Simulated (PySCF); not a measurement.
H6InP3. Atoms are numbered in the order given.

```xyz
10

In     0.0106    -0.0017     0.0000
P      0.1103     2.5467     0.0000
H     -0.8609     2.6555     1.0451
H     -0.8609     2.6555    -1.0451
P     -0.1273    -1.2704     2.2069
H      0.8373    -0.4212     2.8356
H      0.8460    -2.2371     1.8012
P     -0.1273    -1.2704    -2.2069
H      0.8460    -2.2371    -1.8012
H      0.8373    -0.4212    -2.8356
```
Charge 0, spin multiplicity 1.

Geometry optimised at B3LYP-D3(BJ)/def2-SVP. The def2 effective core potentials stand for the cores of In; spin–orbit coupling is left out. Other conformers were not sampled.

Level of theory: PySCF with B3LYP/def2-TZVP.

Isolated molecule, no solvent.

The total energy is -1217.99121 hartree. The point group comes out as Cs, the highest occupied level is -6.64 eV and the lowest empty level is -1.89 eV. The orbital gap comes out as 4.75 eV. The dipole moment is 0.51 D and the quadrupole, principal values (traceless, Buckingham form, about the centre of nuclear charge) is -5.84, -2.80, 8.64 D·Å. The mean static polarisability is 135.5 bohr³ (20.08 Å³). The polarisability, principal values comes out as 87.4, 158.9, 160.2 bohr³.
